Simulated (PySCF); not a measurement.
A calculated (PW91, PySCF 2.14, dyall-acv3z, the spin-free X2C one-electron Hamiltonian (Gaussian nucleus)) atom or ion has these occupied shells.

```
shell  electrons  orbital energy (eV)  rms radius, mean of both spins (bohr)
   1s          2              -106.44                                  0.491
   2s          2               -5.639                                   2.86
```

Question: Name the element and its charge.

Answer: Be (beryllium, neutral), in [He] 2s2, closed-shell 1S.
